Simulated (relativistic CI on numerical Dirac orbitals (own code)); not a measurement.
Lu66+: sensitivity of the levels to the model

Base calculation: Dirac-Coulomb-Breit CI, separate exchange-only KLI orbitals for each configuration, QED by a radiative potential, unscaled Slater integrals.

Configuration list (outside the closed core 1s2): 2s2.2p, 2s.2p2, 2p3, 2p2.3s, 2p2.3p, 2p2.3d, 2s2.3s, 2s2.3p, 2s2.3d, 2s.2p.3s, 2s.2p.3p, 2s.2p.3d, 2s2.4s, 2s2.4p, 2s2.4d, 2s2.4f. Levels of other configurations are missing.

The lowest level and the first level of each name with at least 55 % of one term (blank where a level has no safe partner in the second run):

| Level | Base (eV) | Shift (eV) |
| --- | --- | --- |
| 2s2.2p 2P°_1/2 | 0.0 | 0.0 |
| 2s2.2p 2P°_3/2 | 1212.3 | -0.1 |
| 2s.2p2 4P_3/2 | 1389.7 | -0.4 |
| 2s.2p2 2D_5/2 | 1429.8 | -0.1 |
| 2s.2p2 2P_1/2 | 1499.1 | +0.2 |
| 2s.2p2 2D_3/2 | 1501.3 | +0.3 |
| 2s.2p2 4P_5/2 | 2620.2 | -0.2 |
| 2s.2p2 2S_1/2 | 2724.8 | -0.2 |
| 2s.2p2 2P_3/2 | 2725.7 | +0.3 |
| 2p3 4S°_3/2 | 2929.8 | -0.2 |
| 2p3 2D°_5/2 | 2952.8 | +0.1 |
| 2p3 2P°_1/2 | 3007.9 | 0.0 |
| 2s2.3s 2S_1/2 | 9649.4 |  |
| 2s2.3p 2P°_1/2 | 9733.6 |  |
| 2s.2p.3s 4P°_1/2 | 9818.6 |  |
| 2s.2p.3s 4P°_3/2 | 9845.7 |  |
| 2s.2p.3s 2P°_1/2 | 9875.6 |  |
| 2s.2p.3p 4D_1/2 | 9889.5 |  |
| 2s2.3p 2P°_3/2 | 10092.0 |  |
| 2s2.3d 2D_3/2 | 10148.1 |  |
| 2s2.3d 2D_5/2 | 10243.8 |  |
| 2s.2p.3d 4F°_3/2 | 10303.5 |  |

At this charge energies of transitions that change n are usually good to better than 1 %, and those within a shell (Δn = 0) to a few per cent.

(1) One thing was changed in a second run, which moved the levels as shown. Which?
A. one mean potential for all configurations
B. QED terms removed
C. Breit term removed
D. only the first 3 configurations

Answers

(1) D. Only the first 3 configurations. With fewer configurations the levels that remain lose their mixing partners.

LS names give the leading component of a level, which can be under half, so a name can repeat, a term be missing and a line seem to break the LS rules.
